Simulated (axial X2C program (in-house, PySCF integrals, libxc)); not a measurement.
## Correcting the dissociation energy of InO for spin–orbit coupling

A spin-free PBE0 curve (one-electron X2C) was computed with an in-house relativistic program for diatomic molecules, basis In dyall-cv3z [11s12p9d4f1g], O dyall-av3z [7s6p3d2f] (cores contracted in-house), for the state M_S = 1/2, Λ = 0 (beyond evenly filled blocks: σα). It gives D0 = 3.444 eV to In + O, which in a spin-free picture are the weighted means of the ground terms.

Measured levels of the ground terms (NIST Handbook of Basic Atomic Spectroscopic Data), in cm⁻¹: In 2P: J = 1/2 at 0, J = 3/2 at 2212.6; O 3P: J = 2 at 0, J = 1 at 158.3, J = 0 at 227.

The molecular state has Λ = 0, so it has no first-order lowering.

Q: How far does each ground level lie under the (2J+1)-weighted mean of its term?

A: In: (2 × 0 + 4 × 2212.6)/6 = 1475 cm⁻¹; O: (5 × 0 + 3 × 158.3 + 1 × 227)/9 = 78 cm⁻¹.

Q: Correct D0.

A: D0 = 3.444 + (0 − 1553)/8065.5 = 3.251 eV at PBE0 with these spin–orbit terms.

Second-order spin–orbit effects in the molecule, which grow quickly with Z, are left out. The state is a single determinant with fixed occupations, the lowest that a limited PBE0 search found. Dissociation energies refer to the lowest single-determinant-based atoms at the same level and basis. PBE0 can misorder states that lie within some tenths of an eV, so this need not be the ground state of the molecule. The nearest other spin-free determinant of the search, M_S = 1/2, Λ = 1, lies 0.33 eV up at the distance of the search.
